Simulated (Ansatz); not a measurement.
Z-matrix (Å, degrees):
```
Mo
O 1 1.6875
O 1 1.6878 2 106.47
Cl 1 2.2723 2 109.44 3 -118.18
Cl 1 2.2726 2 109.47 3 118.33
```
Charge 0, multiplicity 1.

The numbers are results of Ansatz (a quantum-chemistry and plane-wave program) with frozen-core CCSD(T)/def2-TZVPP // TPSS-D3(BJ)/def2-SVP, not measurements.

- HF energy: -1136.45688 Ha
- MP2 correlation energy: -1.49684 Ha

Problem. Estimate the CCSD correlation energy, the (T) correction, the total energy and the T1 diagnostic.

Solution. 
```
Property                          Value
-----------------------  --------------
CCSD correlation energy     -1.41118 Ha
(T) correction              -0.09502 Ha
CCSD(T) total energy     -1137.96308 Ha
T1 diagnostic                     0.025
```
